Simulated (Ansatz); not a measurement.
Reaction (substitution at a C–B bond): `BC(B)=C` + HCl → `BC(=C)Cl` + BH₃

Program: Ansatz. Geometries: PBE0-D4/def2-TZVP. ΔE: electronic, gas phase. CCSD(T)/CBS adds triple-zeta CCSD(T) − MP2 to the extrapolated MP2 energy (def2 sets, frozen cores). This one scheme is used for every species. DFT in def2-TZVPP.

| species | BHLYP energy (Eh) |
| --- | --- |
| `BC(B)=C` | -129.42541 |
| HCl | -460.81707 |
| `BC(=C)Cl` | -563.61320 |
| BH₃ | -26.60116 |

Problem. Work out ΔE.

Solution. ΔE = (-563.61320) + (-26.60116) − (-129.42541) − (-460.81707) = 0.02812 Eh = +17.6 kcal/mol. CCSD(T)/CBS gives +17.4 kcal/mol.

Largest T1 diagnostic among the species: 0.011.

Leaving LDA and LC-ωPBE aside and taking each functional with its dispersion term where it has one, the values, not all of them listed here, spread over 2.7 kcal/mol, from BLYP-D4 to B97M-V. LDA lies +1.1 kcal/mol from PBE without D4. At CCSD(T), def2-SVP lies +1.0 kcal/mol from the extrapolated value and def2-TZVPP +0.2 kcal/mol.
